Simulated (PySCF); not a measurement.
Input file for PySCF: R-HF/3-21G on HBr, a point of a bond scan (R = 1.282 Å).

```python
from pyscf import gto, scf, dft, mp
from pyscf.data.elements import chemcore

mol = gto.M(
    atom='''
    Br   -0.00000000   -0.00000000   -0.03957816
    H     0.00000000    0.00000000    1.24275419
    ''',
    basis='3-21g',
    charge=0, spin=0, verbose=3, max_memory=1800)
mf = scf.RHF(mol)
mf.conv_tol = 1e-8
mf.max_cycle = 100
mf.kernel()
if not mf.converged:
    mf = mf.newton().run(mf.mo_coeff, mf.mo_occ)
```

The log:

```
converged SCF energy = -2560.6033373027
```

The run converged.

Cost: about 0.06 core-seconds (a rough figure).
